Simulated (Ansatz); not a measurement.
H4Br2N2Si, singlet, at a GFN2-xTB geometry; B3LYP/def2-TZVPPD run with Ansatz (a program for electronic structure).

The Ansatz input:
Ansatz 0.2 input:
```yaml
crystal:
  periodic: [false, false, false]
  atoms:
    - {symbol: N, position_ang: [-1.67982947, -1.42240798, 0.14678232]}
    - {symbol: Si, position_ang: [-0.13596972, -0.70751162, 0.07097149]}
    - {symbol: N, position_ang: [1.03373354, -1.93951991, 0.19045743]}
    - {symbol: Br, position_ang: [-0.13888200, 0.80893293, 1.69901091]}
    - {symbol: Br, position_ang: [0.36348317, 0.35976800, -1.81624496]}
    - {symbol: H, position_ang: [-1.91282635, -2.18816554, -0.45980594]}
    - {symbol: H, position_ang: [-2.49123958, -0.88088364, 0.38947980]}
    - {symbol: H, position_ang: [0.99151431, -2.60583564, 0.94069900]}
    - {symbol: H, position_ang: [1.97775846, -1.79098966, -0.12146040]}
basis:
  gaussian:
    orbitals: def2-TZVPPD.json
hamiltonian:
  xc: b3lyp
```
The basis file holds def2-TZVPPD in the JSON format of the Basis Set Exchange.

Output, abridged:

```
Functional definition: B3LYP
1821 factors; their error is unknown
mean field evaluation 1: about -151009.7527 eV, gradient 8.8e1 eV
mean field evaluation 2: about -150979.8844 eV, gradient 1.4e2 eV
mean field evaluation 4: about -151023.4387 eV, gradient 8.4e0 eV
mean field evaluation 8: about -151023.5806 eV, gradient 1.2e-1 eV
mean field evaluation 16: about -151024.0954 eV, gradient 1.2e-4 eV
mean field -151024.09537444 eV, -5550.0331372023 hartree, gradient 7.1e-5 eV, S^2 0.000000; 0 other end points of the search recorded, 0 dependent functions left out
reference -151024.09568112 eV, -5550.0331484724 hartree; 51, 51 occupied and 253, 253 virtual orbitals, 1821 factors
Total energy: -151024.09568112 eV, -5550.0331484724 hartree
```
